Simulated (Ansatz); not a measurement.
Mulliken charges of `NCBO` from PBE/def2-TZVPP in Ansatz (PBE0-D4/def2-TZVP geometry).

```csv
atom,x (Å),y (Å),z (Å),charge (e)
N1,-1.414,-0.250,-0.624,-0.330
C2,-0.270,-0.840,0.108,-0.072
B3,0.693,0.338,0.484,0.021
O4,1.835,0.518,-0.226,-0.230
H5,-1.091,0.234,-1.453,0.145
H6,-1.889,0.437,-0.049,0.146
H7,0.199,-1.587,-0.538,0.080
H8,-0.666,-1.375,0.975,0.084
H9,0.378,1.154,1.317,-0.045
H10,2.306,1.321,0.008,0.202
```

**Question.** By hand: the dipole of these point charges (1 e Å = 4.8032 D).

**Answer.** Σ q r = (0.053, 0.101, 0.024) e Å, of length 0.117 e Å = 0.56 D.

**Question.** How does the dipole of the full density compare? (Estimate.)

**Answer.** Computed: (0.177, 0.361, 0.091) e Å, 1.98 D; the point charges give 0.28 times that, at 2° from its direction.

Point charges leave out the atoms' own dipoles, such as those of lone pairs, and Mulliken's split depends on the basis, so the two needn't agree.
